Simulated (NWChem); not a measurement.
# AuPH$_{4}$; SMILES [PH3]->[AuH]

```xyz
6

Au     0.0000     0.0000    -0.4326
H      0.0000     0.0000    -2.0400
P      0.0000     0.0000     1.9228
H      1.2101    -0.2642     2.6147
H     -0.8338    -0.9159     2.6147
H     -0.3763     1.1801     2.6147
```
Atoms are numbered in this order, from 1.

All runs: NWChem. Coordinates come from a PBE0/def2-SVP optimisation. def2 effective core potentials on Au; no spin-orbit coupling. Vertical excitations in the gas phase; the lowest state need not have the same character in each row.

```json
[
 {"level": "PBE/def2-SVPD, TDA", "lowest excitation, singlet (eV)": "4.82", "oscillator strength of that lowest state": "0.039", "orbital gap (eV)": "4.60"},
 {"level": "B3LYP/def2-SVPD, TDA", "lowest excitation, singlet (eV)": "5.17", "oscillator strength of that lowest state": "0.066", "orbital gap (eV)": "5.98"},
 {"level": "PBE0/def2-SVPD, TDA", "lowest excitation, singlet (eV)": "…", "oscillator strength of that lowest state": "…", "orbital gap (eV)": "…"},
 {"level": "LDA (Slater exchange, VWN5)/def2-SVPD, TDA", "lowest excitation, singlet (eV)": "4.90", "oscillator strength of that lowest state": "0.037", "orbital gap (eV)": "4.67"}
]
```

Question: Complete the blanks.

Answer: 
- PBE0/def2-SVPD, TDA, lowest excitation, singlet (eV): 5.24
- PBE0/def2-SVPD, TDA, oscillator strength of that lowest state: 0.074
- PBE0/def2-SVPD, TDA, orbital gap (eV): 6.34
